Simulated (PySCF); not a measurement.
# NMR parameters of TaOCl3

TaOCl3, Cl3OTa.

Cartesian coordinates in Å; atom numbers follow the order of the lines, from 1:
```xyz
5

Ta   -0.006    0.000    0.059
O     0.002   -0.035    1.759
Cl    2.183    0.015   -0.615
Cl   -1.102    1.920   -0.552
Cl   -1.077   -1.900   -0.651
```

GIAO calculations in PySCF 2.14.0 with density-fitted response routines on the PBE0-D3(BJ)/def2-SVP structure: isolated species, scalar relativity only through the core potential, equivalent atoms averaged; basis pcSseg-1 (def2-TZVP on Ta).

(1) Give the isotropic shieldings (ppm) with PBE0, wB97X-D.

(2) And the chemical shifts, against references computed in the same way?

(3) Which part of the shielding of Cl3/Cl4/Cl5 depends on the functional?

Answers

(1) 
```csv
atoms,environment,PBE0,wB97X-D
Cl3/Cl4/Cl5,chlorine bonded to Ta,490,518
O2,oxygen bonded to Ta,-622.9,-616.8
HOMO–LUMO gap (eV),–,6.96,10.56
```

(2) 
| atoms | nucleus, reference | PBE0 | wB97X-D |
| --- | --- | --- | --- |
| Cl3/Cl4/Cl5 | 35Cl, HCl | 453 | 421 |
| O2 | 17O, H2O | 957.5 | 950.0 |

(3) Diamagnetic: PBE0 1149, wB97X-D 1149 ppm; paramagnetic: PBE0 -659, wB97X-D -631 ppm. The diamagnetic part, set mainly by inner electrons, hardly moves; the paramagnetic part goes with low-lying magnetically allowed excitations and carries the spread.

Ta is described by an effective core potential, so it has no shielding of its own here; spin–orbit effects on the atoms bonded to it, which can be large, are absent, and the values of these neighbours are rough. Unscaled 17O shifts of doubly bonded oxygen tend to come out too high, by tens of ppm or more. Experimental scales use liquid or dissolved standards, which lie at an offset from isolated H2O (liquid H2O: subtract about 36 ppm).
